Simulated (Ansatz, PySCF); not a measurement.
Molecule: AlBr₂, net charge 0, doublet state. It need not be the lowest isomer of its formula. 
Structure (B3LYP-D3(BJ)/def2-TZVP (Ansatz, a program for electronic structure) minimum search):
```
Al
Br 1 2.2822
Br 1 2.2822 2 119.32
```
Charge 0, spin multiplicity 2.

Dipole moments at this geometry, in debye (magnitudes).

| level | program | dipole (D) |
|---|---|---|
| HF/def2-TZVPD | PySCF | 1.69 |
| revPBE/def2-TZVPD | Ansatz | 1.28 |
| BP86/def2-TZVPD | PySCF | 1.32 |
| TPSS/def2-TZVPD | PySCF | 1.32 |
| M06-L/def2-TZVPD | PySCF | 1.26 |
| B3LYP/def2-TZVPD | Ansatz | ___ |
| PBE0/def2-TZVPD | Ansatz | 1.42 |
| BHLYP/def2-TZVPD | Ansatz | 1.62 |
| TPSSh/def2-TZVPD | PySCF | 1.37 |
| M06-2X/def2-TZVPD | PySCF | 1.74 |
| CAM-B3LYP/def2-TZVPD | Ansatz | 1.56 |
| wB97X-V/def2-TZVPD | Ansatz | 1.47 |
| CCSD(T)/def2-SVPD | Ansatz | ___ |

**Question.** Complete the blanks.

**Answer.** 
- B3LYP/def2-TZVPD, dipole (D): 1.48
- CCSD(T)/def2-SVPD, dipole (D): 1.39
